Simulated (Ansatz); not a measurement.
Cd13H30S13⁻. Total charge -1; doublet. Geometry r2SCAN-D4/def2-SVP, that of the neutral singlet; atoms count from 1.

Cartesian coordinates in Å:
```
Cd -1.542 2.791 1.457
Cd -0.951 3.045 -3.461
Cd 1.644 4.972 -1.141
Cd 2.377 1.870 1.773
Cd 2.685 3.207 -3.614
Cd -5.448 -0.432 -0.839
Cd -4.854 0.142 2.267
Cd -0.402 -0.537 3.440
Cd -3.452 -3.154 0.531
Cd -0.053 -0.515 -0.833
Cd 4.173 -2.085 -0.621
Cd 2.557 -4.727 1.299
Cd 3.496 -2.386 3.288
S -0.767 3.849 -0.975
S -3.766 1.703 0.366
S -3.233 1.511 -3.282
S 0.084 0.799 1.292
S 0.703 1.065 -2.773
S 3.053 2.722 -0.704
S 3.752 -0.500 1.423
S 4.039 -0.244 -2.666
S -2.540 -1.266 -1.122
S -2.795 -1.535 2.484
S 0.879 -2.854 2.881
S -1.165 -4.687 0.413
S 1.547 -2.566 -0.585
H -1.810 3.970 2.636
H -0.936 3.871 -4.936
H 2.061 6.484 -0.524
H 1.619 4.502 -3.075
H 2.974 2.798 3.052
H 3.806 2.433 -4.580
H -5.974 -0.091 -2.386
H -5.785 0.718 3.548
H -5.532 -1.039 0.813
H -0.465 -0.116 5.075
H -4.806 -4.130 0.261
H 5.377 -3.223 -0.958
H 1.771 -6.128 0.845
H 4.228 -2.364 4.806
H 3.887 -3.714 1.858
H -1.473 5.004 -0.980
H -4.569 2.766 0.600
H -3.466 1.668 -1.934
H -4.094 2.495 -3.633
H 0.622 0.271 -3.865
H 4.190 3.353 -0.329
H 5.003 -0.116 1.766
H 3.760 0.870 -1.905
H 5.368 0.015 -2.712
H -2.523 -1.940 -2.295
H -3.248 -2.190 3.579
H 0.661 -3.428 4.087
H -0.452 -4.045 1.401
H -1.605 -5.661 1.245
H 1.390 -3.222 -1.757
```

In the def2 sets Cd takes a core potential; there is no spin–orbit coupling. Single mean-field runs in def2-TZVP are fitted with def2-universal-jkfit.

Estimate the Mulliken populations of the heavy atoms from the PBE0/def2-TZVP orbitals of Ansatz.


| atom | charge (e) | spin (α − β) | d electrons |
| --- | --- | --- | --- |
| Cd1 | 0.56 | 0.01 | 9.98 |
| Cd2 | 0.44 | 0.04 | 9.99 |
| Cd3 | 0.45 | 0.01 | 9.98 |
| Cd4 | 0.56 | 0.01 | 9.98 |
| Cd5 | 0.35 | 0.09 | 9.96 |
| Cd6 | 0.35 | 0.09 | 9.96 |
| Cd7 | 0.45 | 0.01 | 9.98 |
| Cd8 | 0.56 | 0.01 | 9.98 |
| Cd9 | 0.44 | 0.04 | 9.99 |
| Cd10 | 0.55 | 0.49 | 10.00 |
| Cd11 | 0.44 | 0.04 | 9.99 |
| Cd12 | 0.35 | 0.09 | 9.96 |
| Cd13 | 0.45 | 0.01 | 9.98 |
| S14 | -0.61 | 0.00 | – |
| S15 | -0.68 | 0.00 | – |
| S16 | -0.29 | 0.00 | – |
| S17 | -0.88 | 0.01 | – |
| S18 | -0.60 | 0.00 | – |
| S19 | -0.68 | 0.00 | – |
| S20 | -0.61 | 0.00 | – |
| S21 | -0.29 | 0.00 | – |
| S22 | -0.60 | 0.00 | – |
| S23 | -0.61 | 0.00 | – |
| S24 | -0.68 | 0.00 | – |
| S25 | -0.29 | 0.00 | – |
| S26 | -0.60 | 0.00 | – |
Mulliken values depend strongly on the basis.

Where does the spin sit?

Summed by element: Cd 0.94, S -0.02, H 0.08, of 1 unpaired in all. Largest on single atoms: Cd10 0.49, Cd12 0.09, Cd6 0.09.

And the Mayer bond orders between heavy atoms (over 0.3)?

Cd1–S15 0.30 (2.71 Å); Cd1–S17 0.46 (2.58 Å); Cd2–S14 0.40 (2.62 Å); Cd2–S16 0.31 (2.76 Å); Cd2–S18 0.40 (2.67 Å); Cd3–S14 0.37 (2.66 Å); Cd3–S19 0.35 (2.69 Å); Cd4–S17 0.46 (2.58 Å); Cd4–S19 0.30 (2.71 Å); Cd7–S15 0.35 (2.69 Å); Cd7–S23 0.37 (2.66 Å); Cd8–S17 0.46 (2.58 Å); Cd8–S24 0.30 (2.71 Å); Cd9–S22 0.40 (2.67 Å); Cd9–S23 0.40 (2.62 Å); Cd9–S25 0.31 (2.76 Å); Cd10–S17 0.46 (2.50 Å); Cd10–S18 0.31 (2.61 Å); Cd10–S22 0.31 (2.61 Å); Cd10–S26 0.31 (2.61 Å); Cd11–S20 0.40 (2.62 Å); Cd11–S21 0.31 (2.75 Å); Cd11–S26 0.40 (2.67 Å); Cd13–S20 0.37 (2.66 Å); Cd13–S24 0.35 (2.69 Å).
